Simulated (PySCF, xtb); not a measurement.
Sn(H)(F)(Me)2 (C2H7FSn), SMILES [F][SnH]([CH3])[CH3].

GFN2-xTB in xtb at its own geometry gives an orbital gap of 4.88 eV and a dipole moment of 4.67 D.

Geometry optimised at B3LYP-D3(BJ)/def2-SVP. The def2 effective core potentials stand for the cores of Sn; spin–orbit coupling is left out.

Question: What does PySCF with PBE/def2-TZVP give? (An estimate is asked for; the answer gives what the named calculation found.)

Answer: gap 6.07 eV (levels -7.00 and -0.93 eV), dipole 3.09 D.
